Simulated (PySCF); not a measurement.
Method: PBE0-D3(BJ)/def2-SVP geometry optimisation, gas phase in PySCF 2.14.0. One conformer each; commonest isotopes, rigid rotors. The geometries of the anions come from a basis without diffuse functions. Dipoles of ions are taken about the centre of mass.

Species:
1. `[NH2][V]([F])([F])[F]` (V(NH2)F3) [radical]
2. `[CH3:1][C@@H:2]1[CH2:3][CH2:4][C@H:5]1[NH3+:6]` (charge +1) with C1–C2–C3–C4 -144°, C2–C3–C4–C5 21°, C3–C4–C5–N6 -142°, C1–C2–C5–C4 145°
3. heptachlorodialuminate anion (`[Cl][Al-]([Cl])([Cl])[Cl+][Al-]([Cl])([Cl])[Cl]`)

Rotational constants (MHz) and dipole components (D):

```json
{"set": "P", "A": "596.7", "B": "266.2", "C": "259.9", "μa": "0.06", "μb": "0.03", "μc": "0.65"}
{"set": "Q", "A": "3534", "B": "3353", "C": "3209", "μa": "0.03", "μb": "0.16", "μc": "2.92"}
{"set": "R", "A": "4464", "B": "3283", "C": "2118", "μa": "5.74", "μb": "3.28", "μc": "0.49"}
```

Task: Which set belongs to which species?

Result: P = 3, Q = 1, R = 2.

- 1 (set Q): mass 124.0 u, 5 heavy atoms, longest extent 3.7 Å, Cs, asymmetric top, Ia, Ib, Ic = 143.0, 150.7, 157.5 u·Å².
- 2 (set R): mass 86.1 u, 6 heavy atoms, longest extent 5.4 Å, C1, asymmetric top, Ia, Ib, Ic = 113.2, 153.9, 238.7 u·Å².
- 3 (set P): mass 298.7 u, 9 heavy atoms, longest extent 6.6 Å, Ia, Ib, Ic = 847.0, 1898.5, 1944.9 u·Å².

Each constant is 505379 MHz·u·Å² over a principal moment. Point groups hold within 0.08 Å; constants that symmetry makes equal can differ a little in the computed geometry, and forbidden dipole components can keep a residue. No structure here is proved a minimum.

For an open-shell metal species like this, the optimisation's SCF solution wasn't tested for stability and no frequencies at its level were run, so a lower state or another shape may exist.
